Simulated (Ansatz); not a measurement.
Computed with Ansatz on PBE0-D4/def2-TZVP structures; ΔE is electronic, products minus reactants. CCSD(T)/CBS is the MP2 limit (def2-TZVPP, def2-QZVPP) plus CCSD(T) − MP2 in def2-TZVPP, frozen cores. This one scheme is used for every species. One conformer a species, not always the lowest.

Reaction (cleavage of the B–B bond): `BBN` + `C=CNC` → `BN(C)C=C` + `BN`

`BBN`:

Z-matrix (Å, degrees):
```
B
B 1 1.664
H 1 1.201 2 122.2
H 1 1.201 2 122.2 3 173.8
N 2 1.391 1 129.0 3 93.1
H 2 1.210 1 114.9 3 -86.9
H 5 1.006 2 122.8 1 180.0
H 5 1.005 2 124.0 1 0.0
```

`C=CNC`:

Z-matrix (Å, degrees):
```
C
N 1 1.442
H 1 1.092 2 109.3
H 1 1.099 2 113.8 3 -120.7
H 1 1.091 2 109.7 3 117.7
C 2 1.375 1 119.3 3 50.6
H 2 1.009 1 114.4 3 -169.0
C 6 1.334 2 127.0 1 151.7
H 6 1.088 2 113.2 1 -31.2
H 8 1.085 6 122.1 2 -3.4
H 8 1.081 6 120.2 2 175.0
```

`BN(C)C=C`:

Z-matrix (Å, degrees):
```
C
N 1 1.449
H 1 1.087 2 109.1
H 1 1.094 2 110.7 3 -120.1
H 1 1.094 2 110.7 3 120.1
C 2 1.395 1 116.5 3 -180.0
B 2 1.399 1 122.3 3 0.0
C 6 1.331 2 126.4 1 -0.0
H 6 1.084 2 112.9 1 -180.0
H 7 1.195 2 118.5 1 180.0
H 7 1.195 2 119.0 1 -0.0
H 8 1.081 6 119.4 2 -180.0
H 8 1.082 6 123.3 2 0.0
```

`BN`:

Z-matrix (Å, degrees):
```
B
N 1 1.385
H 1 1.197 2 119.0
H 1 1.197 2 119.0 3 -180.0
H 2 1.006 1 123.2 3 -0.0
H 2 1.006 1 123.2 3 180.0
```

| species | CCSD(T)/CBS(def2) energy (Eh) |
| --- | --- |
| `BBN` | -107.29684 |
| `C=CNC` | -173.03872 |
| `BN(C)C=C` | -198.47223 |
| `BN` | -81.93499 |

Work out ΔE.

ΔE = (-198.47223) + (-81.93499) − (-107.29684) − (-173.03872) = -0.07166 Eh = -45.0 kcal/mol.

What do rigid-rotor, harmonic-oscillator terms from PBE0-D4/def2-TZVP frequencies (298.15 K, 1 bar) make of the CCSD(T)/CBS value? (Best estimate.)

The calculation gave: ΔZPE = +1.0 kcal/mol, ΔH = -44.5 kcal/mol, ΔS = -30 J/(mol·K), ΔG = -42.4 kcal/mol.

Largest T1 diagnostic among the species: 0.013.

Leaving LDA and LC-ωPBE aside and taking each functional with its dispersion term where it has one, the values, not all of them listed here, spread over 2.9 kcal/mol, from B2PLYP to B97M-V. LDA lies −4.1 kcal/mol from PBE without D4. The D4 term adds −1.4 kcal/mol with B3LYP and −0.7 kcal/mol with PBE0; it sums over pairs of atoms, weighted by their polarisabilities, and B3LYP, whose exchange is more repulsive, gets the larger term.

B3LYP here is the variant with VWN-RPA as its local correlation; programs differ in this.
